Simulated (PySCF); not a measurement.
## Bi(SH)3: from a saddle point downhill

PySCF 2.14.0, RKS PBE0, Bi def2-SVP with ECP60, S def2-SVP, H def2-SVP; non-relativistic Hamiltonian with scalar-relativistic core potentials where named; density fitting; no spin-orbit coupling. Relaxed within the symmetry of its start, the geometry (C3v) is

```xyz
7

Bi    0.0000    0.0000   -0.4042
S     2.2422    0.0000    0.8158
H     1.7189    0.0000    2.0612
S    -1.1211    1.9418    0.8158
H    -0.8594    1.4886    2.0612
S    -1.1211   -1.9418    0.8158
H    -0.8594   -1.4886    2.0612
```

and its lowest harmonic modes are -213, 56, 56, 113, 141, 141 cm⁻¹ (negative: unstable). It was moved along the lowest mode and relaxed again, within the group C3 that the move left.

**Question.** Where does it end, and how much lower?

**Answer.** In C3, 0.129 eV lower, after 12 steps:
```xyz
7

Bi    0.0000    0.0000   -0.3083
S     2.1750   -0.3135    1.0005
H     1.8373    0.6880    1.8445
S    -0.8160    2.0403    1.0005
H    -1.5145    1.2471    1.8445
S    -1.3590   -1.7268    1.0005
H    -0.3228   -1.9351    1.8445
```

**Question.** How do the contacts change?

**Answer.** 
```tsv
contact	saddle (Å)	end (Å)
Bi1–S2 (SH)	2.553	2.558
Bi1–S4 (SH)	2.553	2.558
Bi1–S6 (SH)	2.553	2.558
```


**Question.** Is the end a minimum?

**Answer.** Yes; lowest modes 97, 97, 115, 196, 196, 301 cm⁻¹.

State: singlet.
